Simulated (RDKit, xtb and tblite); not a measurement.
Torsional profile of SMILES c1scc(Oc2cccs2)c1 (C8H6OS2), singlet. Scanned: dihedral S3–C4–O5–C6 and dihedral C4–O5–C6–C7; all other coordinates were relaxed at GFN2-xTB. Points at φ and −φ are mirror images. Heavy atoms are numbered in the order of the SMILES c1csc(Oc2ccsc2)c1, hydrogens after them in the order of the atoms that carry them; the mirror image has the same energies with the sign of each dihedral reversed.

Methods: GFN2-xTB (xtb and tblite); MMFF94 // GFN2-xTB (RDKit); UFF // GFN2-xTB (RDKit).

Energies in kcal/mol at chosen points (x: dihedral S3–C4–O5–C6 (°); y: dihedral C4–O5–C6–C7 (°)), relative to x = -30, y = -30:

| method | (90, 90) | (180, -120) | (180, -120) | (-150, 150) | (-150, 90) | (60, -150) | (-90, 120) |
|---|---|---|---|---|---|---|---|
| GFN2-xTB | 3.9 | 1.6 | 1.6 | 2.8 | 2.7 | 0.1 | 3.2 |
| MMFF94 | 2.4 | -2.3 | -2.3 | 2.2 | -1.2 | -0.7 | 1.6 |
| UFF | 11.6 | 4.7 | 4.7 | 11.4 | 7.3 | 4.2 | 9.9 |
